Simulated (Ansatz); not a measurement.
`[OH][Ti]([OH])([OH])[OH]` + `[NH2][Ge][F]` → `[OH][Ti]([OH])([OH])[F]` + `[NH2][Ge][OH]`  (redistribution)

Program: Ansatz. Geometries: PBE0-D4/def2-TZVP. ΔE: electronic, gas phase. CCSD(T)/CBS adds triple-zeta CCSD(T) − MP2 to the extrapolated MP2 energy (def2 sets, frozen cores). DFT in def2-TZVPP. B3LYP here is the variant with VWN-RPA as its local correlation; programs differ in this. HSE06 is defined as in plane-wave codes. For Ge, Ti outer-core shells are correlated without core-valence functions, which leaves a few kJ/mol of doubt a bond. Scalar relativity is left out up to krypton. One conformer a species, not always the lowest.

| level | ΔE (kcal/mol) | difference from CCSD(T)/CBS |
| --- | --- | --- |
| LDA (SPW92) | -2.6 | -1.0 |
| PBE-D4 | -2.5 | -0.9 |
| BLYP-D4 | -1.8 | -0.2 |
| r2SCAN-D4 | -2.6 | -1.0 |
| B97M-V | -2.4 | -0.8 |
| PBE0-D4 | -2.5 | -0.9 |
| B3LYP-D4 | -1.8 | -0.2 |
| r2SCANh-D4 | -2.5 | -0.9 |
| r2SCAN0-D4 | -2.4 | -0.8 |
| HSE06-D4 | -2.5 | -0.9 |
| BHLYP-D4 | -1.8 | -0.2 |
| CAM-B3LYP-D4 | -2.0 | -0.4 |
| ωB97X-V | -2.5 | -0.9 |
| ωB97M-V | -2.2 | -0.6 |
| B2PLYP | -2.1 | -0.5 |
| PBE | -2.6 | -1.0 |
| revPBE | -2.7 | -1.1 |
| BLYP | -2.0 | -0.4 |
| r2SCAN | -2.7 | -1.1 |
| PBE0 | -2.5 | -0.9 |
| B3LYP | -1.9 | -0.3 |
| r2SCANh | -2.6 | -1.0 |
| r2SCAN0 | -2.5 | -0.9 |
| HSE06 | -2.6 | -1.0 |
| BHLYP | -1.9 | -0.3 |
| CAM-B3LYP | -2.1 | -0.5 |
| LC-ωPBE | -3.0 | -1.4 |
| RPA@PBE/def2-TZVPP | -2.2 | -0.6 |
| HF/def2-SVP | -1.4 | 0.2 |
| MP2/def2-SVP | -2.8 | -1.2 |
| CCSD(T)/def2-SVP | -2.4 | -0.8 |
| MP2/def2-TZVPP | -2.3 | -0.7 |
| SCS-MP2/def2-TZVPP | -2.2 | -0.6 |
| CCSD/def2-TZVPP | -2.4 | -0.8 |
| CCSD(T)/def2-TZVPP | -2.3 | -0.7 |
| HF/def2-QZVPP | -2.1 | -0.5 |
| MP2/def2-QZVPP | -1.9 | -0.3 |
| HF/CBS(def2) | -2.1 | -0.5 |
| MP2/CBS(def2) | -1.6 | 0.0 |
| CCSD/CBS(def2) | -1.7 | -0.1 |
| CCSD(T)/CBS | -1.6 | 0 |

(1) What do rigid-rotor, harmonic-oscillator terms from PBE0-D4/def2-TZVP frequencies (298.15 K, 1 bar) make of the CCSD(T)/CBS value? (Estimate.)

Largest T1 diagnostic among the species: 0.024, so the coupled-cluster value is less sure than usual.

Answers

(1) Ansatz gave: ΔZPE = +0.2 kcal/mol, ΔH = -1.4 kcal/mol, ΔS = 7 J/(mol·K), ΔG = -1.9 kcal/mol.

Leaving LDA and LC-ωPBE aside and taking each functional with its dispersion term where it has one, the values spread over 0.8 kcal/mol, from r2SCAN-D4 to BHLYP-D4. At CCSD(T), def2-SVP lies −0.8 kcal/mol from the extrapolated value and def2-TZVPP −0.7 kcal/mol.
